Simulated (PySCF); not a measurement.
Compound: C6H9NSi.
InChI=1S/C6H9NSi/c8-5-6-2-1-3-7-4-6/h1-4H,5H2,8H3

Torsions of this conformer, `[SiH3:1][CH2:2][c:3]1[cH:4][cH:5][cH:6][n:7][cH:8]1`: Si1–C2–C3–C4 -85°.

The closed-shell ground state was solved at several levels (PySCF, density fitting, gas phase, non-relativistic). Geometry: PBE0-D3(BJ)/def2-SVP, one conformer, isolated molecule.

```tsv
level	basis functions	HOMO (eV)	LUMO (eV)	gap (eV)	dipole (D)
CAM-B3LYP/pcSseg-1	188	-8.41	0.32	8.73	2.38
CAM-B3LYP/def2-SVPD	236	-8.40	0.20	8.60	2.42
```

Task: What might PBE0/pcSseg-1 (188 basis functions) give for the same quantities?

Result: HOMO -7.23 eV, LUMO -0.81 eV, gap 6.42 eV, dipole 2.36 D.

Task: Over all these levels, which gives the widest orbital gap and which the narrowest?

Result: CAM-B3LYP/pcSseg-1 (range-separated hybrid) has the widest, 8.73 eV, and PBE0/pcSseg-1 (global hybrid, 25 % exact exchange) the narrowest, 6.42 eV. The two share the basis. From the narrowest to the widest the HOMO moves by -1.18 eV and the LUMO by +1.13 eV.

Task: How far do the dipole and the HOMO energy spread over the levels?

Result: The dipole runs from 2.36 to 2.42 D (mean 2.38 D) and the HOMO from -8.41 to -7.23 eV.
